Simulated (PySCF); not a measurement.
`C=CSC[SiH2]P[SiH3]` in a uniform electric field

Species: C3H11PSSi2.
Structure used (GFN2-xTB), in Å, numbered top down from 1:
```
atom  x, y, z in Å
C1    -2.2792    1.4042    0.3128
C2    -2.9909    0.3011    0.4762
S3    -2.7399   -1.2661   -0.2517
C4    -1.2768   -1.0153   -1.2958
Si5    0.3045   -0.8532   -0.2390
P6     1.5170    0.7488   -1.2065
Si7    3.5184    0.3536   -0.3124
H8    -2.5587    2.3100    0.8224
H9    -1.4068    1.4618   -0.3165
H10   -3.8652    0.2708    1.1090
H11   -1.4710   -0.1565   -1.9367
H12   -1.2418   -1.9029   -1.9244
H13    0.9179   -2.1858   -0.1528
H14    0.0054   -0.3990    1.1193
H15    1.7437    0.0633   -2.3825
H16    3.4289    0.7236    1.0975
H17    4.4708    1.1993   -1.0294
H18    3.9147   -1.0514   -0.4306
```

Level: CAM-B3LYP/def2-SVPD (PySCF); nuclei fixed, core orbitals frozen in the response. Permanent dipole (0.850, -0.033, -0.528) D (1 au = 2.5417 D). Static polarisability (au):

```
x   172.52  10.43  -6.24
y    10.43 134.34   1.67
z    -6.24   1.67 113.09
```

Only the terms in μ and α are kept: μ(F) = μ + αF and ΔE = −μ·F − ½ F·αF.

Q: A field of 0.01 au (0.514 V/Å) is applied along each axis in both senses. Find the induced dipole, the size of the total dipole and the two energy terms.

A: 
| field along | induced x (D) | induced y (D) | induced z (D) | total size (D) | −μ·F (kJ/mol) | −½F·αF (kJ/mol) |
| --- | --- | --- | --- | --- | --- | --- |
| +x | 4.385 | 0.265 | -0.159 | 5.285 | -8.780 | -22.648 |
| −x | -4.385 | -0.265 | 0.159 | 3.567 | +8.780 | -22.648 |
| +y | 0.265 | 3.415 | 0.042 | 3.594 | +0.341 | -17.635 |
| −y | -0.265 | -3.415 | -0.042 | 3.543 | -0.341 | -17.635 |
| +z | -0.159 | 0.042 | 2.874 | 2.446 | +5.454 | -14.846 |
| −z | 0.159 | -0.042 | -2.874 | 3.550 | -5.454 | -14.846 |

Q: For the field (0.0000, 0.0090, -0.0070) au, what is the induced dipole, and what angle does it make with the field?

A: αF = (0.350, 3.043, -1.974) D, at 7.4° to the field. The polarisability along this direction, F·αF/F², is 124.71 au, against a mean of 139.98 au.

Q: Which field along μ doubles the dipole in that direction (linear response)?

A: The polarisability along the dipole is 161.01 au, so F = 0.3939 au / 161.01 au = 0.0024 au = 0.13 V/Å; higher-order terms are ignored.

Q: What field makes μF equal to kT at 400 K?

A: kT = 1.2667 × 10⁻³ Eh, so F = 0.00322 au = 16.5 MV/cm.

Q: A unit point charge sits 6 Å away. Estimate the induction energy −αe²/2R⁴ with the mean polarisability, treating the molecule as a point.

A: R = 11.34 bohr, so the energy is −140.0/(2 × 11.34⁴) Eh = -11.1 kJ/mol. The charge–dipole term at its most favourable orientation, −μe/R², is -8.04 kJ/mol.

Geometry: GFN2-xTB, one conformer, isolated molecule.

The run behind these numbers computed excited states as well. On Arm Neoverse N1, one thread, no GPU (shared host), this took 2.1 min and 1.2 GiB of memory at its peak.
